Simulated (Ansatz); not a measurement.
One geometry of LiSn₂, several levels of theory.

```yaml
crystal:
  periodic: [false, false, false]
  atoms:
    - {symbol: Li, position_ang: [0.464635, 1.312448, 0.921201]}
    - {symbol: Sn, position_ang: [-1.295316, -0.003209, -0.854810]}
    - {symbol: Sn, position_ang: [0.830681, -1.309229, -0.066390]}
basis:
  gaussian: {orbitals: def2-TZVP, initial_orbitals: start.molden}
magnetization: {spin_polarized: true, initial_magnetization: 1}
hamiltonian: {xc: {name: BHLYP}, dispersion: d4}
scf: {omitted_lower_state_checks: [starts]}
output: {orbitals: {seedname: orbitals}}
```

The file start.molden holds the orbitals of an earlier run on this structure, at another level or in another basis.

```sh
$ ansatz run in.yaml --threads 4 --pin off --events-out ev --progress --plain --max-ram 3916MiB
```

Output, abridged:

```
Functional definition: BHLYP
  name "BHLYP"
  cite "Becke, J. Chem. Phys. 98, 1372 (1993) doi:10.1063/1.464304"
  cite "Becke, Phys. Rev. A 38, 3098 (1988) doi:10.1103/PhysRevA.38.3098"
  cite "Lee, Yang & Parr, Phys. Rev. B 37, 785 (1988) doi:10.1103/PhysRevB.37.785"
  parameter a = 0.5
  exchange = (1 - a)*b88_x + a*exact_x
  correlation = lyp_c
these checks for a lower state are left out or cut short: starts
1097 factors; their error is unknown
mean field evaluation 1: about -11863.8128 eV, gradient 3.4e0 eV
mean field evaluation 2: about -11863.8534 eV, gradient 8.1e-2 eV
mean field evaluation 4: about -11864.1981 eV, gradient 2.3e-1 eV
mean field evaluation 8: about -11864.2034 eV, gradient 2.0e-2 eV
mean field evaluation 16: about -11864.2034 eV, gradient 2.4e-5 eV
mean field -11864.20342193 eV, -436.0014339102 hartree, gradient 7.4e-6 eV, S^2 0.752445; 0 other end points of the search recorded, 0 dependent functions left out
reference -11864.20355272 eV, -436.0014387165 hartree; 24, 23 occupied and 90, 91 virtual orbitals, 1097 factors
Total energy: -11864.41002957 eV, -436.0090266007 hartree
Checks for a lower state left out: starts
```

Hardware: 4 threads of Arm Neoverse V1 on a shared host. Wall time 5.5 s.

As the first input, with `hamiltonian: {xc: pbe, dispersion: d4}` (abridged; 3.7 s):

```
Functional definition: PBE
mean field evaluation 16: about -11867.5772 eV, gradient 1.7e-5 eV
mean field -11867.57717920 eV, -436.1254172030 hartree, gradient 5.3e-6 eV, S^2 0.754130
Total energy: -11867.66976841 eV, -436.1288197937 hartree
Checks for a lower state left out: starts
```

First input, but with `gaussian: {orbitals: def2-TZVPD, initial_orbitals: start.molden}`, `correlation: {method: ccsd_t}`, `scf: {omitted_lower_state_checks: [starts, cluster_reference]}` and without the key `hamiltonian` (abridged; 90 s):

```
Functional definition: HF
mean field evaluation 16: about -11814.7019 eV, gradient 5.5e-3 eV
mean field -11814.70185872 eV, -434.1822850153 hartree, gradient 1.4e-8 eV, S^2 1.288945
8 core orbitals not correlated: weight in the atoms' cores, before any rotation towards them, 1.000 or more for the frozen orbitals, at most 0.000 for the correlated occupied ones
second order -17.20465478 eV of doubles, -0.00000000 eV of singles
cycle   1  -16.43482545 eV  change    7.7e-1 eV  update   1.3e-1
cycle   2  -16.97069383 eV  change   -5.4e-1 eV  update   5.2e-2
cycle   3  -17.07491851 eV  change   -1.0e-1 eV  update   4.5e-2
cycle   4  -17.08889651 eV  change   -1.4e-2 eV  update   3.1e-2
cycle   5  -17.14371296 eV  change   -5.5e-2 eV  update   1.9e-2
cycle   6  -17.16525451 eV  change   -2.2e-2 eV  update   7.9e-3
cycle   7  -17.16371352 eV  change    1.5e-3 eV  update   3.9e-3
cycle   8  -17.16720955 eV  change   -3.5e-3 eV  update   2.8e-3
cycle   9  -17.16682185 eV  change    3.9e-4 eV  update   2.6e-3
[...]
cycle  20  -17.16897468 eV  change   -1.1e-4 eV  update   1.0e-3
cycle  21  -17.16701196 eV  change    2.0e-3 eV  update   7.2e-4
cycle  22  -17.16776706 eV  change   -7.6e-4 eV  update   7.1e-4
cycle  23  -17.16659496 eV  change    1.2e-3 eV  update   2.5e-4
cycle  24  -17.16752889 eV  change   -9.3e-4 eV  update   8.9e-4
cycle  25  -17.16773803 eV  change   -2.1e-4 eV  update   3.9e-4
cycle  26  -17.16812021 eV  change   -3.8e-4 eV  update   3.3e-4
cycle  27  -17.16812448 eV  change   -4.3e-6 eV  update   4.9e-5
cycle  28  -17.16809459 eV  change    3.0e-5 eV  update   3.0e-5
perturbative correction -0.64683676 eV, -0.0237708126 hartree
WARN: the results are in doubt because among natural orbitals full CI differs from the method by -0.089 eV
Total energy: -11832.51679007 eV, -434.8369716670 hartree
In doubt: among natural orbitals full CI differs from the method by -0.089 eV
Checks for a lower state left out: starts, cluster_reference
```

First input, but with `gaussian: {orbitals: def2-TZVPP, initial_orbitals: start.molden}`, `correlation: {method: ccsd_t}`, `scf: {omitted_lower_state_checks: [starts, cluster_reference]}` and without the key `hamiltonian` (abridged; 21 s):

```
Functional definition: HF
mean field evaluation 16: about -11814.6869 eV, gradient 1.2e0 eV
mean field -11814.82276249 eV, -434.1867281468 hartree, gradient 8.2e-7 eV, S^2 1.951944
8 core orbitals not correlated: weight in the atoms' cores, before any rotation towards them, 1.000 or more for the frozen orbitals, at most 0.000 for the correlated occupied ones
second order -16.91825045 eV of doubles, -0.00000000 eV of singles
cycle   1  -16.15035445 eV  change    7.7e-1 eV  update   1.3e-1
cycle   2  -16.69491352 eV  change   -5.4e-1 eV  update   5.8e-2
cycle   3  -16.82726226 eV  change   -1.3e-1 eV  update   5.4e-2
cycle   4  -16.88464628 eV  change   -5.7e-2 eV  update   3.8e-2
cycle   5  -16.97663431 eV  change   -9.2e-2 eV  update   2.2e-2
cycle   6  -17.00082299 eV  change   -2.4e-2 eV  update   7.7e-3
cycle   7  -17.00249281 eV  change   -1.7e-3 eV  update   2.9e-3
cycle   8  -17.00552541 eV  change   -3.0e-3 eV  update   1.7e-3
cycle   9  -17.00478465 eV  change    7.4e-4 eV  update   9.0e-4
cycle  10  -17.00491404 eV  change   -1.3e-4 eV  update   5.3e-4
cycle  11  -17.00552829 eV  change   -6.1e-4 eV  update   3.2e-4
cycle  12  -17.00528290 eV  change    2.5e-4 eV  update   2.4e-4
cycle  13  -17.00524708 eV  change    3.6e-5 eV  update   1.7e-4
cycle  14  -17.00532793 eV  change   -8.1e-5 eV  update   9.9e-5
cycle  15  -17.00532070 eV  change    7.2e-6 eV  update   5.7e-5
cycle  16  -17.00540305 eV  change   -8.2e-5 eV  update   3.6e-5
cycle  17  -17.00537950 eV  change    2.4e-5 eV  update   2.1e-5
cycle  18  -17.00535867 eV  change    2.1e-5 eV  update   1.1e-5
perturbative correction -0.69763547 eV, -0.0256376307 hartree
Total energy: -11832.52575663 eV, -434.8373011821 hartree
Checks for a lower state left out: starts, cluster_reference
```

The first input with `gaussian: {orbitals: def2-TZVPD, initial_orbitals: start.molden}`, `hamiltonian: {xc: pbe0, dispersion: d4}` (abridged; 6.5 s):

```
Functional definition: PBE0
mean field -11867.96198134 eV, -436.1395584207 hartree, gradient 4.1e-6 eV, S^2 0.756622
Total energy: -11868.04063908 eV, -436.1424490393 hartree
Checks for a lower state left out: starts
```

The first input with `hamiltonian: {xc: {name: B3LYP}, dispersion: d4}` (abridged; 4.5 s):

```
Functional definition: B3LYP
mean field evaluation 16: about -11872.3294 eV, gradient 6.5e-6 eV
mean field -11872.32939662 eV, -436.3000579719 hartree, gradient 6.5e-6 eV, S^2 0.754384
Total energy: -11872.48541489 eV, -436.3057915376 hartree
Checks for a lower state left out: starts
```

As the first input, with `hamiltonian: {xc: {name: r2SCAN0}, dispersion: d4}` (abridged; 11 s):

```
Functional definition: r2SCAN0
mean field -11870.82025421 eV, -436.2445980114 hartree, gradient 5.0e-6 eV, S^2 0.765101
Total energy: -11870.84142446 eV, -436.2453760036 hartree
Checks for a lower state left out: starts
```

Geometry: PBE-D4/def2-TZVP.

In the def2 sets Sn takes a core potential; there is no spin–orbit coupling. B3LYP takes the VWN-RPA correlation. Correlated methods freeze 8 core orbitals; core or outer-core shells of Li, Sn are correlated, in sets that lack core-valence functions. At CCSD(T)/def2-TZVPD the program marks the result for the charge 0 doublet as doubtful (large difference). At CCSD(T)/def2-TZVPD, CCSD(T)/def2-TZVPP T1 of the charge 0 doublet is large (up to 0.087), so the single-reference result is doubtful. At CCSD(T)/def2-TZVPD, CCSD(T)/def2-TZVPP the charge 0 doublet is spin-contaminated (final ⟨S²⟩ up to 1.95, 0.75 for a pure state). The structure comes from a short search, and lower isomers may exist.
